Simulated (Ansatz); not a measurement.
Consider the cleavage of the Si–B bond: `B[SiH2]N[SiH3]` + H₂S → `[SiH3]N[SiH2]S` + BH₃.

Calculated with Ansatz (gas phase, PBE0-D4/def2-TZVP geometries, no zero-point term in ΔE). CCSD(T)/CBS adds triple-zeta CCSD(T) − MP2 to the extrapolated MP2 energy (def2 sets, frozen cores). This one scheme is used for every species. One conformer a species, not always the lowest.

```csv
species,CCSD(T)/CBS(def2) energy (Eh)
`B[SiH2]N[SiH3]`,-662.46710
H₂S,-398.97279
`[SiH3]N[SiH2]S`,-1034.92193
BH₃,-26.55200
```

(1) Work out ΔE.

Largest T1 diagnostic among the species: 0.011.

Answers

(1) ΔE = (-1034.92193) + (-26.55200) − (-662.46710) − (-398.97279) = -0.03404 Eh = -0.93 eV.

From PBE to PBE0 (25 % exact exchange), in def2-TZVPP and without D4, ΔE moves by −0.05 eV. The D4 term adds −0.04 eV with B3LYP and −0.02 eV with PBE0; it sums over pairs of atoms, weighted by their polarisabilities, and B3LYP, whose exchange is more repulsive, gets the larger term.

B3LYP here is the variant with VWN-RPA as its local correlation; programs differ in this.
